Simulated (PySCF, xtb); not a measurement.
MgCl2, SMILES [Cl][Mg][Cl].

xtb with GFN2-xTB at its own geometry gives an orbital gap of 2.72 eV and a dipole moment of 1.70 D.

Coordinates come from a ωB97X-D3(BJ)/def2-TZVP optimisation. The isomer is the one that the SMILES or the coordinates give; other isomers of the formula were not compared.

Task: What does PySCF with M06-2X/def2-TZVPD give? (An estimate is asked for; the answer gives what the named calculation found.)

Result: gap 8.92 eV (levels -10.37 and -1.45 eV), dipole 0.00 D.
